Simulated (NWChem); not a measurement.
A series in which one site is exchanged, each optimised at PBE0/def2-SVP with NWChem, gas phase unless a solvent is named. This build's default masses of Se (78.918 u) and Br (79.917 u) are each other's, which moves their modes by up to 0.6 %. Some are not confirmed as minima by frequencies. def2 effective core potentials on Sr, Te; no spin-orbit coupling.

A: [Cl][Sr][Br] (SrBrCl; site = Sr)
B: Cl[Te]Br (TeBrCl; site = Te)
C: [Br][Ca][Cl] (CaBrCl; site = Ca)
D: [Cl][Zn][Br] (ZnBrCl; site = Zn)

Question: Rank them by static polarisability, CAM-B3LYP/def2-SVPD (bohr³), lowest first.

Answer: D (57.7), C (64.1), A (69.1), B (77.8)
